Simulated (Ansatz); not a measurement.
`[CH3][Sn]([Cl])([Cl])[Cl]`, relaxed with RKS PBE0-D4/def2-TZVP in Ansatz 0.2.0 from a PBE-D4/def2-SVP geometry. The force threshold is 0.005 eV/Å; the program also tests the step.

Charge 0, multiplicity 1. Sn: def2 effective core potential.

Start:

```xyz
8

C     0.537    1.095    0.366
Sn   -0.369   -0.753   -0.252
Cl   -2.316   -0.386   -1.532
Cl    1.096   -2.047   -1.572
Cl   -0.992   -2.079    1.597
H     0.823    1.657   -0.542
H    -0.206    1.659    0.959
H     1.427    0.854    0.976
```

```csv
step,energy (eV),largest force (eV/Å),largest move (Å)
1,-44477.8099,0.690,0.000
2,-44477.8801,0.276,0.075
3,-44477.8896,0.020,0.019
4,-44477.8896,0.003,0.002
```

End:

```xyz
8

C     0.528    1.077    0.360
Sn   -0.363   -0.741   -0.247
Cl   -2.270   -0.394   -1.503
Cl    1.063   -2.016   -1.540
Cl   -0.979   -2.047    1.554
H     0.811    1.637   -0.531
H    -0.197    1.638    0.947
H     1.407    0.847    0.959
```

Hardware: 4 threads of an Intel Xeon Platinum 8488C on a shared host. Wall time 21 s, peak host memory 0.76 GiB.
